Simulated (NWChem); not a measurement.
System: EMIM (C6H11N2 cation); SMILES CCn1cc[n+](C)c1

The following NWChem deck was run.

```
start job
memory heap 200 mb stack 900 mb global 1100 mb
charge 1
geometry units angstroms
  C     -2.697397     1.018585    -0.497471
  C     -2.123098    -0.214417     0.193300
  N     -0.687140    -0.276241     0.019647
  C     -0.041461    -0.779869    -1.067251
  C      1.292876    -0.590751    -0.870813
  N      1.440425     0.030383     0.332197
  C      2.695010     0.408752     0.924583
  C      0.229497     0.212274     0.850592
  H     -2.283662     1.929856    -0.073085
  H     -3.774323     1.036636    -0.362521
  H     -2.486483     1.000451    -1.563533
  H     -2.341815    -0.186627     1.262226
  H     -2.557533    -1.120964    -0.232472
  H     -0.559578    -1.234064    -1.887170
  H      2.126162    -0.851733    -1.490928
  H      3.234451     1.083339     0.258930
  H      2.521617     0.908787     1.874616
  H      3.311549    -0.474848     1.093962
  H      0.022475     0.675395     1.796151
end
basis spherical
  * library def2-svp
end
dft
  xc pbe0
  iterations 150
end
driver
  maxiter 120
end
task dft optimize
```

Excerpt of the output:

```
             Northwest Computational Chemistry Package (NWChem) 7.3.0
             --------------------------------------------------------

 C1  symmetry detected

                             Geometry "geometry" -> ""
                             -------------------------

 Output coordinates in angstroms (scale by  1.889725989 to convert to a.u.)

  No.       Tag          Charge          X              Y              Z
 ---- ---------------- ---------- -------------- -------------- --------------
    1 C                    6.0000     0.39125738    -2.77683343     0.73182722
    2 C                    6.0000     0.20886106    -2.02905707    -0.58530601
    3 N                    7.0000    -0.09758011    -0.63480929    -0.34422534
    4 C                    6.0000    -1.33153604    -0.13071546    -0.07012327
    5 C                    6.0000    -1.18351953     1.20358176     0.15911629
    6 N                    7.0000     0.14075530     1.49227530     0.02583680
    7 C                    6.0000     0.72758401     2.79594736     0.18120415
    8 C                    6.0000     0.77750546     0.36465485    -0.27613290
    9 H                    1.0000     1.21724094    -2.36128524     1.30346156
   10 H                    1.0000     0.60893620    -3.82000162     0.52513179
   11 H                    1.0000    -0.51203087    -2.72874794     1.33437173
   12 H                    1.0000     1.12065851    -2.08500921    -1.18255552
   13 H                    1.0000    -0.61372685    -2.46553054    -1.15511569
   14 H                    1.0000    -2.21400799    -0.73749161    -0.06167024
   15 H                    1.0000    -1.91443428     1.94819292     0.40064811
   16 H                    1.0000     0.51471506     3.18550857     1.17723980
   17 H                    1.0000     1.80482862     2.73732506     0.04419942
   18 H                    1.0000     0.31144579     3.48483042    -0.55488529
   19 H                    1.0000     1.83323451     0.27447903    -0.44561880

 Effective nuclear repulsion energy (a.u.)     384.4688781293

                                Z-matrix (autoz)
                                --------

 Units are Angstrom for bonds and degrees for angles

[...]

      ----------------------
      Optimization converged
      ----------------------

  Step       Energy      Delta E   Gmax     Grms     Xrms     Xmax
  ---- ---------------- -------- -------- -------- -------- --------
@   17    -343.89575571 -2.3D-07  0.00003  0.00001  0.00043  0.00104
                                     ok       ok       ok       ok

                                Z-matrix (autoz)
                                --------

 Units are Angstrom for bonds and degrees for angles

[...]
```

Level: PBE0/def2-SVP. No frequency run checked for a minimum.
